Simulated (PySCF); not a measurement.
A single-point calculation

[BiF3]2+ (singlet). PySCF 2.14.0, RKS CAM-B3LYP, Bi def2-SVP with ECP60, F def2-SVP; non-relativistic Hamiltonian with scalar-relativistic core potentials where named; density fitting; no spin-orbit coupling. Purpose: singlet excitations, Tamm-Dancoff CAM-B3LYP.

```python
mol = gto.M(atom='''
Bi    -0.04145    -0.00005     0.00000
F      1.93682    -0.00166    -0.00000
F     -0.94595     1.75915    -0.00000
F     -0.94941    -1.75744    -0.00000''',
    basis={'Bi': 'def2-SVP', 'F': 'def2-SVP'},
    ecp={'Bi': 'def2-SVP'},
    charge=2, spin=0)
mf = dft.RKS(mol, xc='CAMB3LYP')
mf.grids.atom_grid = (50, 194)
mf = mf.density_fit()  # fitting sets: Bi def2-universal-JKFIT, F def2-universal-JKFIT
mf.conv_tol = 1e-08; mf.max_cycle = 55
mf.kernel(dm0)  # dm0: converged density of the relaxed state
td = mf.TDA(); td.nstates = 8; td.kernel()
```

Run from Python with OMP_NUM_THREADS=2; the lines above give its settings. Where DIIS fails, smearing, a level shift and second-order steps follow.
It took 12 s on 2 threads of Intel(R) Xeon(R) Platinum 8259CL CPU @ 2.50GHz (Skylake/Cascade Lake) (shared host), from an already converged density.

Where do the frontier levels lie, over both spins?

HOMO -27.52 eV, LUMO -20.69 eV. 

What does the SCF print?


```
init E= -512.709092647622
cycle= 1 E= -512.713085923716  delta_E= -0.00399  |g|= 0.0416  |ddm|= 0.271
cycle= 2 E= -512.713071154641  delta_E= 1.48e-05  |g|= 0.0515  |ddm|= 0.0838
cycle= 3 E= -512.713559679105  delta_E= -0.000489  |g|= 0.00773  |ddm|= 0.0516
cycle= 4 E= -512.713571381643  delta_E= -1.17e-05  |g|= 0.00474  |ddm|= 0.0101
cycle= 5 E= -512.713574628364  delta_E= -3.25e-06  |g|= 0.00275  |ddm|= 0.00537
cycle= 6 E= -512.713576149207  delta_E= -1.52e-06  |g|= 6.64e-05  |ddm|= 0.00236
cycle= 7 E= -512.713576152756  delta_E= -3.55e-09  |g|= 1.33e-05  |ddm|= 0.000163
Extra cycle  E= -512.713576152824  delta_E= -6.82e-11  |g|= 1.39e-05  |ddm|= 2.97e-05
converged SCF energy = -512.713576152824
```

What are the Mulliken charges and spins?


| atom | charge (e) | spin (e) |
| --- | --- | --- |
| Bi1 | 2.182 | 0.000 |
| F2 | -0.066 | 0.000 |
| F3 | -0.058 | 0.000 |
| F4 | -0.058 | 0.000 |

Which singlet excitations follow (Tamm-Dancoff, 8 states)?


```json
{"state": "1", "eV": "2.58", "oscillator strength": "0.0003"}
{"state": "2", "eV": "2.61", "oscillator strength": "0.0000"}
{"state": "3", "eV": "2.67", "oscillator strength": "0.0000"}
{"state": "4", "eV": "2.86", "oscillator strength": "0.0083"}
{"state": "5", "eV": "2.88", "oscillator strength": "0.0092"}
{"state": "6", "eV": "3.31", "oscillator strength": "0.0084"}
{"state": "7", "eV": "5.86", "oscillator strength": "0.0824"}
{"state": "8", "eV": "6.03", "oscillator strength": "0.0955"}
```

The geometry was relaxed with r2SCAN (Bi def2-SVP with ECP60, F def2-SVP).
